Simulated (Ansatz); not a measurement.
The cluster Sn₂Te₃. Charge 0, multiplicity 1. Geometry PBE0-D4/def2-SVP.

```xyz
5

Sn    1.275    1.069    1.592
Sn    0.352   -1.144   -1.309
Te    1.447    1.548   -1.052
Te   -0.760   -1.069    1.469
Te   -2.314   -0.404   -0.701
```

In the def2 sets Sn, Te take a core potential, while STO-3G treats all electrons; there is no spin–orbit coupling. LC-ωPBE has ω = 0.4 bohr⁻¹. Another isomer (singlet) lies 0.42 eV lower at PBE0-D4/def2-TZVP; other spin states weren't run for this one.

Estimate the orbital energies around the gap (eV) in Ansatz with HF/STO-3G, PBE-D4/def2-SVP, PBE-D4/def2-TZVP, r2SCAN-D4/def2-TZVP, LC-ωPBE/def2-TZVP.


```json
{"orbital": "HOMO−9", "HF/STO-3G": "-12.00", "PBE-D4/def2-SVP": "-11.18", "PBE-D4/def2-TZVP": "-11.14", "r2SCAN-D4/def2-TZVP": "-11.53", "LC-ωPBE/def2-TZVP": "-15.60"}
{"orbital": "HOMO−8", "HF/STO-3G": "-10.95", "PBE-D4/def2-SVP": "-10.88", "PBE-D4/def2-TZVP": "-10.85", "r2SCAN-D4/def2-TZVP": "-11.20", "LC-ωPBE/def2-TZVP": "-15.12"}
{"orbital": "HOMO−7", "HF/STO-3G": "-9.03", "PBE-D4/def2-SVP": "-8.04", "PBE-D4/def2-TZVP": "-7.97", "r2SCAN-D4/def2-TZVP": "-8.31", "LC-ωPBE/def2-TZVP": "-11.25"}
{"orbital": "HOMO−6", "HF/STO-3G": "-8.35", "PBE-D4/def2-SVP": "-7.26", "PBE-D4/def2-TZVP": "-7.25", "r2SCAN-D4/def2-TZVP": "-7.57", "LC-ωPBE/def2-TZVP": "-10.87"}
{"orbital": "HOMO−5", "HF/STO-3G": "-7.47", "PBE-D4/def2-SVP": "-6.85", "PBE-D4/def2-TZVP": "-6.83", "r2SCAN-D4/def2-TZVP": "-7.12", "LC-ωPBE/def2-TZVP": "-10.06"}
{"orbital": "HOMO−4", "HF/STO-3G": "-6.86", "PBE-D4/def2-SVP": "-6.57", "PBE-D4/def2-TZVP": "-6.55", "r2SCAN-D4/def2-TZVP": "-6.83", "LC-ωPBE/def2-TZVP": "-9.73"}
{"orbital": "HOMO−3", "HF/STO-3G": "-6.60", "PBE-D4/def2-SVP": "-6.14", "PBE-D4/def2-TZVP": "-6.13", "r2SCAN-D4/def2-TZVP": "-6.39", "LC-ωPBE/def2-TZVP": "-9.27"}
{"orbital": "HOMO−2", "HF/STO-3G": "-5.97", "PBE-D4/def2-SVP": "-5.55", "PBE-D4/def2-TZVP": "-5.56", "r2SCAN-D4/def2-TZVP": "-5.79", "LC-ωPBE/def2-TZVP": "-8.48"}
{"orbital": "HOMO−1", "HF/STO-3G": "-5.41", "PBE-D4/def2-SVP": "-5.32", "PBE-D4/def2-TZVP": "-5.35", "r2SCAN-D4/def2-TZVP": "-5.59", "LC-ωPBE/def2-TZVP": "-8.40"}
{"orbital": "HOMO", "HF/STO-3G": "-5.13", "PBE-D4/def2-SVP": "-4.95", "PBE-D4/def2-TZVP": "-5.00", "r2SCAN-D4/def2-TZVP": "-5.23", "LC-ωPBE/def2-TZVP": "-8.15"}
{"orbital": "LUMO", "HF/STO-3G": "2.88", "PBE-D4/def2-SVP": "-3.56", "PBE-D4/def2-TZVP": "-3.57", "r2SCAN-D4/def2-TZVP": "-3.58", "LC-ωPBE/def2-TZVP": "-1.24"}
{"orbital": "LUMO+1", "HF/STO-3G": "4.14", "PBE-D4/def2-SVP": "-2.88", "PBE-D4/def2-TZVP": "-2.90", "r2SCAN-D4/def2-TZVP": "-2.83", "LC-ωPBE/def2-TZVP": "-0.32"}
{"orbital": "LUMO+2", "HF/STO-3G": "5.28", "PBE-D4/def2-SVP": "-2.51", "PBE-D4/def2-TZVP": "-2.55", "r2SCAN-D4/def2-TZVP": "-2.46", "LC-ωPBE/def2-TZVP": "-0.18"}
{"orbital": "LUMO+3", "HF/STO-3G": "5.54", "PBE-D4/def2-SVP": "-2.19", "PBE-D4/def2-TZVP": "-2.26", "r2SCAN-D4/def2-TZVP": "-2.14", "LC-ωPBE/def2-TZVP": "0.06"}
{"orbital": "LUMO+4", "HF/STO-3G": "6.66", "PBE-D4/def2-SVP": "-1.50", "PBE-D4/def2-TZVP": "-1.61", "r2SCAN-D4/def2-TZVP": "-1.41", "LC-ωPBE/def2-TZVP": "0.82"}
{"orbital": "LUMO+5", "HF/STO-3G": "7.23", "PBE-D4/def2-SVP": "-1.35", "PBE-D4/def2-TZVP": "-1.45", "r2SCAN-D4/def2-TZVP": "-1.24", "LC-ωPBE/def2-TZVP": "1.03"}
```
